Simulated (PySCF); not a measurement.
CH$_{6}$O$_{2}$S$_{2}$Si, singlet, geometry from GFN2-xTB; PBE/6-31+G*, polarisability in PySCF.

The PySCF input:
```python
from pyscf import gto, scf, dft
from pyscf.prop import polarizability

mol = gto.M(
    atom='''
C     2.278589    1.094236   -0.007660
O     1.068054    0.949414    0.682995
Si   -0.217214    0.041430    0.328994
O    -1.172503    0.005894    1.621610
S    -1.353031    0.884665   -1.307084
S     0.417764   -1.964761   -0.081191
H     2.702485    0.117909   -0.249347
H     2.962119    1.638290    0.642862
H     2.126356    1.659416   -0.930121
H    -1.422378    0.809620    2.070959
H    -0.408262    0.767043   -2.228672
H    -0.790994   -2.498641   -0.090072
''',
    basis='6-31+g*',
    charge=0,
    spin=0,
    verbose=4,
)

mf = dft.RKS(mol)
mf.xc = 'pbe'
mf.kernel()
alpha = mf.Polarizability().polarizability()[2, 2]
print('alpha_zz =', alpha)
```

Question: What does PySCF print? Leave out banner, timings and long lists.

Answer: 
```
site-packages/pyscf/prop/efg/rhf.py:45: UserWarning: Module EFG is under testing
  warnings.warn('Module EFG is under testing')
site-packages/pyscf/prop/efg/dhf.py:30: UserWarning: Module EFG is under testing
  warnings.warn('Module EFG is under testing')
site-packages/pyscf/prop/zfs/uhf.py:40: UserWarning: Module ZFS is under testing
  warnings.warn('Module ZFS is under testing')
site-packages/pyscf/prop/gtensor/uhf.py:43: UserWarning: Module g-tensor is under testing
  warnings.warn('Module g-tensor is under testing')
site-packages/pyscf/prop/gtensor/uks.py:41: UserWarning: Module g-tensor is under testing
  warnings.warn('Module g-tensor is under testing')
site-packages/pyscf/prop/hfc/uks.py:35: UserWarning: Module HFC is under testing
  warnings.warn('Module HFC is under testing')
site-packages/pyscf/prop/magnetizability/rhf.py:39: UserWarning: Module magnetizability is under testing
  warnings.warn('Module magnetizability is under testing')
site-packages/pyscf/prop/magnetizability/uhf.py:37: UserWarning: Module magnetizability is under testing
  warnings.warn('Module magnetizability is under testing')
site-packages/pyscf/prop/magnetizability/rks.py:37: UserWarning: Module magnetizability is under testing
  warnings.warn('Module magnetizability is under testing')
site-packages/pyscf/prop/magnetizability/uks.py:39: UserWarning: Module magnetizability is under testing
  warnings.warn('Module magnetizability is under testing')
site-packages/pyscf/prop/polarizability/uhf.py:34: UserWarning: Module polarizability is under testing
  warnings.warn('Module polarizability is under testing')
site-packages/pyscf/prop/polarizability/rks.py:29: UserWarning: Module polarizability is under testing
  warnings.warn('Module polarizability is under testing')
site-packages/pyscf/prop/polarizability/uks.py:29: UserWarning: Module polarizability is under testing
  warnings.warn('Module polarizability is under testing')
PySCF version 2.14.0

[INPUT] verbose = 4
[INPUT] num. atoms = 12
[INPUT] num. electrons = 74
[INPUT] charge = 0
[INPUT] spin (= nelec alpha-beta = 2S) = 0
[INPUT] symmetry False subgroup None
[INPUT] Mole.unit = angstrom
[INPUT] Symbol           X                Y                Z      unit          X                Y                Z       unit  Magmom
[...]
nuclear repulsion = 474.653570139413
number of shells = 66
number of NR pGTOs = 282
number of NR cGTOs = 132
basis = 6-31+g*
ecp = {}

******** <class 'pyscf.dft.rks.RKS'> ********
method = RKS
initial guess = minao
damping factor = 0
level_shift factor = 0
DIIS = <class 'pyscf.scf.diis.CDIIS'>
diis_start_cycle = 1
diis_space = 8
diis_damp = 0
SCF conv_tol = 1e-09
SCF conv_tol_grad = None
SCF max_cycles = 50
direct_scf = True
direct_scf_tol = 1e-13
XC library pyscf.dft.libxc version 7.1.2
    S. Lehtola, C. Steigemann, M. J. T. Oliveira, and M. A. L. Marques,  SoftwareX 7, 1–5 (2018)
XC functionals = pbe
    J. P. Perdew, K. Burke, and M. Ernzerhof,  Phys. Rev. Lett. 77, 3865 (1996)
    J. P. Perdew, K. Burke, and M. Ernzerhof,  Phys. Rev. Lett. 78, 1396 (1997)
    J. P. Perdew, K. Burke, and M. Ernzerhof,  Phys. Rev. Lett. 77, 3865 (1996)
    J. P. Perdew, K. Burke, and M. Ernzerhof,  Phys. Rev. Lett. 78, 1396 (1997)
radial grids:
    Treutler-Ahlrichs [JCP 102, 346 (1995); DOI:10.1063/1.469408] (M4) radial grids

becke partition: Becke, JCP 88, 2547 (1988); DOI:10.1063/1.454033
pruning grids: <function nwchem_prune>
grids dens level: 3
symmetrized grids: False
atomic radii adjust function: <function treutler_atomic_radii_adjust>
small_rho_cutoff = 0
Set gradient conv threshold to 3.16228e-05
Initial guess from minao.
tot grids = 158072
init E= -1278.02691939176
[...]
cycle= 1 E= -1277.19189415479  delta_E= 0.835  |g|= 1.02  |ddm|= 3.99
[...]
cycle= 2 E= -1276.36753261781  delta_E= 0.824  |g|= 2.24  |ddm|= 4.41
[...]
cycle= 3 E= -1277.38657724135  delta_E= -1.02  |g|= 0.23  |ddm|= 3.74
[...]
cycle= 4 E= -1277.39970670225  delta_E= -0.0131  |g|= 0.106  |ddm|= 0.714
[...]
cycle= 5 E= -1277.40235370077  delta_E= -0.00265  |g|= 0.0452  |ddm|= 0.23
[...]
cycle= 6 E= -1277.40277948836  delta_E= -0.000426  |g|= 0.0116  |ddm|= 0.0693
[...]
cycle= 7 E= -1277.40280536828  delta_E= -2.59e-05  |g|= 0.00353  |ddm|= 0.0209
[...]
cycle= 8 E= -1277.40280883839  delta_E= -3.47e-06  |g|= 0.00062  |ddm|= 0.0106
[...]
cycle= 9 E= -1277.40280894411  delta_E= -1.06e-07  |g|= 0.000151  |ddm|= 0.00221
[...]
cycle= 10 E= -1277.40280895152  delta_E= -7.41e-09  |g|= 3.25e-05  |ddm|= 0.000613
[...]
cycle= 11 E= -1277.40280895171  delta_E= -1.82e-10  |g|= 2.3e-05  |ddm|= 0.000125
[...]
Extra cycle  E= -1277.40280895154  delta_E= 1.68e-10  |g|= 3.37e-05  |ddm|= 0.000107
converged SCF energy = -1277.40280895154
Isotropic polarizability 83.2827344895
Polarizability anisotropy 10.4131196845
alpha_zz = 77.87121174505683
```
